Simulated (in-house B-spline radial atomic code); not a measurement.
**RPA and G0W0 on Hartree-Fock: Ag II (Ag+)**

Configuration [Kr] 4d10, mean-field start Hartree-Fock. Computed with a B-spline radial code for spherical atoms: all electrons, scalar-relativistic (spin-free one-electron X2C), finite nucleus, each spin shell either full or empty, empty states to l = 9 with an (l + 1/2)⁻⁴ tail; G0W0 by contour deformation at full frequency.

Command:
```bash
python run_gw.py task.json out
```
Settings (radii: box in bohr, nucleus in fm):
```
Z                        47
electrons                46
configuration            [Kr] 4d10
hamiltonian              x2c
method                   hf
lmax                     9
rms_radius               4.5454
spin_polarised           False
box_radius               23.78
intervals                70
```

Time taken, with all properties: 5.8 s on 1 thread of Arm Neoverse N1, on a shared host.

Energies (hartree):

| term | value |
| --- | --- |
| mean-field total | -5312.64635 |
| Hartree-Fock functional on these orbitals | -5312.64634 |
| direct second order | -3.6966 |
| second-order exchange | 1.0363 |
| SOSEX correction | 0.97395 |

Problem. What is the RPA correlation energy, and what remains with SOSEX?

Solution. RPA gives -3.303 hartree (-1.95 eV per electron); RPA + SOSEX gives -2.3291, and the second-order doubles (MP2) -2.6603 hartree. RPA lacks exchange-type terms and so overcorrelates at short range.

Quasi-particle levels (eV):

```tsv
level	occupied	mean field	Σx - vxc	Σc	QP weight	G0W0
4d	yes	-22.035	0.00	?	?	?
5s	no	-6.241	0.00	-1.04	0.982	-7.281
```

G0W0 = mean field + (Σx - vxc) + Σc, with Σc (partial-wave tail included) taken at the quasi-particle energy. Only the outer levels were computed. Levels of low weight are left out.

Problem. Where does G0W0 put 4d?

Solution. At -22.000 eV, with Σc = 0.03 eV and a quasi-particle weight of 0.942. The tabulated removal energy is 21.484 eV (NIST, measured); the calculation leaves out spin-orbit coupling, Breit and QED terms, and what these don't explain is the method's own error.
